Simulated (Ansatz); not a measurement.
Cost against result

Saddle point of GaH$_{5}$SO, singlet (GaH₃S ([SH][GaH2]) + H₂O → GaH₃O ([OH][GaH2]) + H₂S (still joined by a long Ga–S bond); bonds formed: S2–H5; dative contacts that become bonds: Ga1–O6; bonds broken: H5–O6; bonds weakened to dative contacts: Ga1–S2), PBE0-D4/def2-TZVP structure:

Ga1  (-0.935, -0.167, -0.323)
S2  (1.050, 1.374, -0.441)
H3  (-0.924, -0.998, -1.641)
H4  (-2.095, 0.657, 0.325)
H5  (1.034, 0.276, 0.551)
O6  (0.243, -0.900, 0.987)
H7  (1.704, 0.634, -1.351)
H8  (-0.077, -0.875, 1.893)
(Å)

Barriers are electronic and count from the start structure reached by relaxing down the imaginary mode.

Program: Ansatz 0.2.0. Basis: as named in each row. Cores are frozen in the correlated methods. Filled d shells of the heavier atoms are correlated. The def2 sets are not built for correlating such inner shells, so the correlated values are less sure here. B3LYP uses VWN-RPA correlation. Extrapolation: Hartree–Fock as exp(−7.88 √X), correlation as X^−2.97.

Times are rough, for one single point on 4 threads of a shared host (Intel Xeon).

The estimate by CCSD(T) at an estimated basis limit (MP2 extrapolated from triple and quadruple zeta, plus CCSD(T) − MP2 in triple zeta) is 79.4 kJ/mol.

| method | basis | time (s) | barrier (kJ/mol) | method less estimate |
| --- | --- | --- | --- | --- |
| HF | STO-3G | 2 | 117.9 | 38.5 |
| SPW92 | def2-SVP | 2 | 45.2 | -34.2 |
| B3LYP-D4 | 6-31G | 4 | 69.7 | -9.7 |
| PBE0-D4 | def2-SVP | 4 | 72.1 | -7.4 |
| PBE-D4 | def2-SVP | 4 | 56.8 | -22.6 |
| PBE-D4 | STO-3G | 4 | 5.2 | -74.3 |
| SPW92 | def2-TZVPP | 6 | 49.1 | -30.4 |
| BHLYP-D4 | def2-TZVPP | 6 | 87.3 | 7.9 |
| CAM-B3LYP-D4 | def2-TZVPP | 6 | 75.2 | -4.2 |
| PBE0-D4 | def2-TZVPP | 6 | 73.3 | -6.2 |
| B3LYP-D4 | def2-TZVPP | 6 | 72.6 | -6.8 |
| r2SCAN0-D4 | def2-TZVPP | 8 | 77.1 | -2.3 |
| CCSD(T) | def2-SVP | 8 | 81.4 | 2.0 |
| PBE-D4 | def2-TZVPP | 9 | 60.1 | -19.4 |
| wB97M-V | def2-SVP | 9 | 79.3 | -0.2 |
| BLYP-D4 | def2-TZVPP | 10 | 62.2 | -17.3 |
| B2PLYP | def2-TZVPP | 10 | 74.9 | -4.5 |
| RPA on PBE | def2-TZVPP | 11 | 73.4 | -6.0 |
| r2SCAN-D4 | def2-TZVPP | 12 | 66.6 | -12.9 |
| wB97M-V | def2-TZVPP | 13 | 80.8 | 1.4 |
| B97M-V | def2-TZVPP | 15 | 77.7 | -1.7 |
| wB97X-V | def2-TZVPP | 15 | 78.5 | -0.9 |
| PBE-QIDH | def2-TZVPP | 15 | 79.3 | -0.2 |
| MP2 | def2-QZVPP | 45 | 75.2 | -4.3 |
| CCSD(T) | def2-TZVPP | 78 | 79.2 | -0.3 |

All methods are single points on the PBE0-D4 structures.

No T1 diagnostic of these runs exceeds 0.014.

Labels in which every atom is bracketed show which atoms are joined, not bond orders.
